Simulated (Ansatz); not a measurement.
CH₄Cl₂NTa, SMILES `[CH3][Ta](=[NH])([Cl])[Cl]` from Hartree–Fock to CCSD(T)

```xyz
9

C    -1.156    0.478   -0.524
Ta    0.521   -0.101    0.667
N     1.526   -0.948   -0.489
Cl    1.567    1.822    1.383
Cl   -0.239   -1.551    2.286
H    -1.649   -0.399   -0.953
H    -0.839    1.118   -1.354
H    -1.878    1.027    0.091
H     2.146   -1.446   -1.108
```

Total charge 0; spin multiplicity 1. Correlated methods include outer-core shells of Ta, which these sets cover unevenly. Ta: def2 effective core potential. The structure was optimised at the PBE0-D4/def2-TZVP level. It is one conformer, not always the lowest. Frozen core, restricted reference, the Gaussian-basis code of Ansatz.

| basis | HF (Eh) | MP2 corr. |
| --- | --- | --- |
| def2-SVP | -1069.82774 | -0.88332 |
| def2-TZVPP | -1070.27815 | -1.18443 |
| def2-QZVPP | -1070.30903 | -1.29902 |

Question: Estimate the CCSD correlation energy and the (T) correction in each basis where they were run (hartree).

Answer: 
```json
{"basis": "def2-SVP", "CCSD corr.": "-0.89904", "(T)": "-0.03612"}
{"basis": "def2-TZVPP", "CCSD corr.": "-1.19881", "(T)": "-0.06194"}
```
